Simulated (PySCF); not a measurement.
Species: C4H6O2S.
Atom-mapped SMILES: `[CH2:1]=[CH:2][S:3](=[O:4])(=[O:5])[CH:6]=[CH2:7]`

Lines to be assigned: C 1s: 291.25 (area 2), 291.41 (area 2) eV; O 1s: 537.45 eV; S 1s: 2482.62 eV; S 2p3/2: 173.84 eV.

Method: PySCF 2.14.0, delta-SCF UKS SCAN, pcX-2 on the ionised atom, pcseg-1 elsewhere, spin-free X2C. One conformer (not necessarily the lowest) at the PBE0-D3(BJ)/def2-SVP geometry, without solvent, vibrations or thermal averaging.

Assign the C 1s lines to atoms.

291.25 eV: C1/C7 (terminal =CH2 carbon); 291.41 eV: C2/C6 (alkene CH carbon). The 2 C 1s values lie within 0.16 eV of each other; Gaussian lines of 0.5 eV full width would blend them into one maximum.

Bonded neighbours of each site: C1/C7: C (double bond) and 2 H; C2/C6: S, C (double bond) and H; S3: 2 O (double bond) and 2 C; O4/O5: S (double bond).

Which photon energy gives electrons from O 1s of O4/O5 a kinetic energy of 100 eV, and what is their de Broglie wavelength?

hν = 537.45 + 100 = 637.45 eV, recoil neglected; λ = 12.264 Å/√(E/eV) = 1.23 Å.

Atoms equivalent by their bonding share one computed value, that of the first of them. The 2p values aren't plain energy differences: one relaxed spin-free 2p hole is combined with a matrix within the shell (ground-state 2p orbital-energy differences and spin–orbit coupling). 2p3/2, the mean of its two sublevels, lies a third of the splitting below the shell's mean and 2p1/2 two thirds above it; the statistical areas are 2:1. 2p1/2 minus 2p3/2 (ligand field included): S 1.23 eV.

Shape of the structure used: `[CH2:1]=[CH:2][S:3](=[O:4])(=[O:5])[CH:6]=[CH2:7]`: C1–C2–S3–O4 135°, C2–S3–C6–C7 -112°.
